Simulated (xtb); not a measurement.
xtb input (GFN2-xTB):

```bash
xtb mol.xyz --gfn 2 --ohess tight --chrg -1 --uhf 0
```
mol.xyz:
```
15

C      1.19477902    -0.09130344    -1.46300877
Si     0.07075646     0.01132745    -0.14634371
C     -1.61980964     0.54270884    -0.69719185
C     -0.28767126    -1.52571758     0.99128465
N      0.66700058     1.18643456     1.17239014
H      2.27869979    -0.40334037    -1.39955551
H      0.83307592    -0.30107121    -2.51832452
H     -2.08767782    -0.17510704    -1.39415257
H     -2.29436911     0.67495846     0.22333691
H     -1.60148177     1.49413863    -1.18612762
H     -0.94826862    -1.24637261     1.85847402
H      0.65682051    -1.96829049     1.40734500
H     -0.78288258    -2.26021102     0.47704562
H      0.89747578     0.77945890     2.04801307
H      1.43165296     1.67406318     0.83169024
```

End of the output:

```
optimized geometry written to: xtbopt.xyz

           -------------------------------------------------
          | TOTAL ENERGY              -16.283907274172 Eh   |
          | TOTAL ENTHALPY            -16.152058239011 Eh   |
          | TOTAL FREE ENERGY         -16.195230348465 Eh   |
          | GRADIENT NORM               0.000208037667 Eh/α |
          | HOMO-LUMO GAP               4.853876797473 eV   |
           -------------------------------------------------

------------------------------------------------------------------------
------------------------------------------------------------------------
 total:
 SCF:
 ANC optimizer:
 analytical hessian:
```

It need not be the lowest isomer of its formula. Whether it binds its extra electron was not tested at this geometry.
